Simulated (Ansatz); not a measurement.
System (SMILES): [SeH] (SeH), doublet.
Atoms: Se1, H2. Bonds: Se1-H2.

Basis-set convergence of the optimised Se1-H2 bond length at HF with Ansatz (a first-principles code). All functions are spherical. The program fits the integrals of some runs and decomposes those of others, by size. Open shells are unrestricted. No added dispersion term, no relativity. Reference: the value in aug-cc-pV5Z, 1.4563 Å, itself unsure by roughly 0.0004 Å (its mean distance from pcseg-4, aug-pcseg-3, aug-cc-pVQZ). Deviations are taken from unrounded values.

```csv
basis,functions,optimised Se1-H2 bond length (Å)
cc-pVDZ,32,1.4617
aug-cc-pVDZ,45,1.4615
pcseg-1,32,1.4587
aug-pcseg-1,45,1.4596
def2-SVP,37,1.4578
def2-SVPD,49,1.4581
def2-TZVP,54,1.4578
def2-TZVPD,66,1.4574
cc-pVTZ,57,1.4579
aug-cc-pVTZ,82,1.4577
pcseg-2,57,1.4581
aug-pcseg-2,82,1.4579
def2-TZVPP,62,1.4572
def2-TZVPPD,74,1.4568
cc-pVQZ,98,1.4566
aug-cc-pVQZ,139,1.4565
pcseg-3,101,1.4567
aug-pcseg-3,142,1.4567
def2-QZVPP,119,1.4564
def2-QZVPPD,131,1.4563
cc-pV5Z,159,1.4563
aug-cc-pV5Z,220,1.4563
```

What the diffuse functions change, pair by pair:
- cc-pVDZ to aug-cc-pVDZ: 13 more functions, deviation 0.0054 to 0.0052 Å
- pcseg-1 to aug-pcseg-1: 13 more functions, deviation 0.0024 to 0.0033 Å
- def2-SVP to def2-SVPD: 12 more functions, deviation 0.0015 to 0.0018 Å
- def2-TZVP to def2-TZVPD: 12 more functions, deviation 0.0015 to 0.0011 Å
- cc-pVTZ to aug-cc-pVTZ: 25 more functions, deviation 0.0016 to 0.0014 Å
- pcseg-2 to aug-pcseg-2: 25 more functions, deviation 0.0019 to 0.0016 Å
- def2-TZVPP to def2-TZVPPD: 12 more functions, deviation 0.0009 to 0.0005 Å
- cc-pVQZ to aug-cc-pVQZ: 41 more functions, deviation 0.0003 to 0.0002 Å
- pcseg-3 to aug-pcseg-3: 41 more functions, deviation 0.0005 to 0.0004 Å
- def2-QZVPP to def2-QZVPPD: 12 more functions, deviation 0.0001 to 0.0000 Å
- cc-pV5Z to aug-cc-pV5Z: 61 more functions, deviation 0.0000 to 0.0000 Å

Leaving out the reference's own pair, they bring the value nearer the reference by more than 0.0004 Å in 2 of 10 pairs.
